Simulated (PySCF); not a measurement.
## Finite-field polarisability of Cu⁻ (copper, charge -1)

[Ar] 3d10 4s2, closed-shell 1S. Computed with PySCF 2.14 in dyall-av2z (16s12p7d2f, 101 functions), with no relativity, point nucleus. Frozen: [Ar]. Energy changes in a uniform field (μhartree):

| axis | F (au) | HF | MP2 | CCSD | CCSD(T) |
| --- | --- | --- | --- | --- | --- |
| x | 0.00063 | -100.608 | -41.269 | -58.085 | -50.861 |
| x | 0.00126 | -401.424 | -166.020 | -232.494 | -203.700 |

(1) Derive α along x at CCSD(T) from the two fields.

(2) And the mean polarisability at each level?

The polarisability of an anion needs two sets of diffuse s and p functions; this basis lacks them, so these values show the method and not the converged property.

A double-zeta set is small for polarisabilities.

## Answers

(1) With ΔE = −αF²/2 − γF⁴/24, α = −(16 ΔE(F) − ΔE(2F))/(6F²) = 256.2 bohr³.

(2) HF 507.4, MP2 207.6, CCSD 292.6, CCSD(T) 256.2 bohr³.
